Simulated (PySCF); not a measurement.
## Radial density of Cr⁺ (chromium, charge +1)

UHF, [Ar] 3d4 4p1, one real determinant (an excited configuration). Calculation: PySCF 2.14, in x2c-QZVPPall; scalar relativity by spin-free X2C-1e.

| r (bohr) | 4πr²ρ (e/bohr) | 4πr²(ρα − ρβ) |
| --- | --- | --- |
| 0.000841 | 0.1120 | 0.0000 |
| 0.00142 | 0.2911 | 0.0000 |
| 0.00238 | 0.7433 | -0.0001 |
| 0.00400 | 1.845 | -0.0002 |
| 0.00673 | 4.368 | -0.0006 |
| 0.0113 | 9.510 | -0.0012 |
| 0.0191 | 17.97 | -0.0021 |
| 0.0320 | 26.79 | -0.0027 |
| 0.0539 | 27.82 | -0.0006 |
| 0.0907 | 22.02 | 0.0087 |
| 0.153 | 27.71 | 0.0646 |
| 0.257 | 28.39 | 0.4139 |
| 0.432 | 11.31 | 1.6310 |
| 0.726 | 13.23 | 3.1675 |
| 1.22 | 7.516 | 2.4554 |
| 2.05 | 1.220 | 0.8650 |
| 3.45 | 0.3710 | 0.3692 |
| 5.81 | 0.07538 | 0.0754 |
| 9.77 | 0.0009996 | 0.0010 |

Densities and radii are taken from the X2C orbitals without a picture-change correction, which distorts them close to the nucleus.

⟨L²⟩ = 8.02 against 12 for a pure F term, so this real determinant mixes terms.

Question: Where is the radial spin density 4πr²(ρα − ρβ) most negative, and why is it negative at all?

Answer: Around r = 0.0320 bohr, down to -0.0027 e/bohr: exchange with the open shell polarises the paired shells in an unrestricted calculation.
